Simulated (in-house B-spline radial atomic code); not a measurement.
Results of a calculation; reference values are marked as such.
# Building a PAW s channel for F, r_c = 0.738 bohr

F, [He] 2s2 2p5, non-relativistic LDA (VWN5), spherical and spin-unpolarised, from an all-electron radial atomic-structure program (B-spline basis) (atomic units; all potentials screened as in the neutral atom).

Two all-electron partial waves φ1, φ2 are integrated outwards at E1 = ε(2s) = -1.086859 and E2 = E1 + 0.5 hartree; φ1 is the bound orbital and φ2 has unit norm inside r_c = 0.738 bohr. Smooth partners are polynomials, r^1(a0 + a1 r² + a2 r⁴ + a3 r⁶), matched to φ and three derivatives at r_c, with no condition on the norm. The local potential is -17.9297 + (66.9529) r² + (-115.03) r⁴ + (75.9939) r⁶ inside 0.6042 bohr and the all-electron one outside.

| wave | φ(r_c) | φ'(r_c) | a0 | a1 | a2 | a3 |
| --- | --- | --- | --- | --- | --- | --- |
| 1 | 1.018087 | 0.1351119 | 1.756874 | 0.2503911 | -2.638457 | 1.664592 |
| 2 | 1.777952 | -0.3064181 | 3.3517 | -0.05646063 | -4.748033 | 3.074073 |

Inside r_c the overlaps are <φi φj> = [[0.30502, 0.55218], [0.55218, 1.00000]] and, for the smooth waves, [[0.34191, 0.62247], [0.62247, 1.13384]]. With χj = (Ej − T − V_local) applied to smooth wave j, the program's quadrature gives the matrix B_ij = <smooth i, χj> as [[1.30363, 2.46172], [2.42658, 4.58261]].

(1) Check the match of the first wave, and find the augmentation charges q_ij.

(2) B isn't symmetric. Show that D_ij = B_ij + Ej q_ij is.

Solving (T + V_local + Σ p D p) ψ = E (1 + Σ p q p) ψ in a sphere of 9 bohr gives these levels:

```tsv
all-electron	one projector	two projectors
-1.086860	-1.086860	-1.086860
0.022737	0.022615	0.022737
0.250363	0.250054	0.250363
0.634649	0.633851	0.634648
1.163910	1.162050	1.163900
```

(3) What does the second projector gain?

Results:

(1) At r_c the four terms are 1.29657, 0.10064, -0.57761, 0.19847, which sum to 1.0181, φ1(r_c) to rounding. q_ij is the all-electron overlap less the smooth one: [[-0.03689, -0.07028], [-0.07028, -0.13384]]. The smooth first wave has a norm of 0.3419 inside r_c against 0.3050, so q11 is negative and must stay small enough for the overlap operator to be positive.

(2) Integrating by parts gives B12 − B21 = (E1 − E2) q12: 2.46172 − (2.42658) = 0.03514, and −0.5 × (-0.07028) = 0.03514. So D12 = 2.46172 + (-0.586859)(-0.07028) = 2.50297 and D21 = 2.42658 + (-1.086859)(-0.07028) = 2.50297; D11 = 1.34372, D22 = 4.66116. The projectors, p = (B⁻¹)ᵀ χ, are dual to the smooth waves; det B = 0.00047, small beside B11 B22, as the two smooth waves look alike inside r_c.

(3) With one projector the errors are 0.00, -0.12, -0.31, -0.80, -1.86 millihartree. With two the errors are 0.00, 0.00, 0.00, 0.00, -0.01 millihartree. The scattering is exact at E1 and at E2 = -0.587, and over all levels compared the largest error is 0.01 millihartree. The lowest eigenvalue of the overlap operator is 0.7719 with one and 0.2649 with two projectors. The smooth orbital alone needs a cutoff of 34.3 hartree for 1 millihartree of kinetic energy, against 95.2 for a norm-conserving Troullier-Martins orbital of the same radius; part of the gain comes from giving up the norm, part from the simpler form.
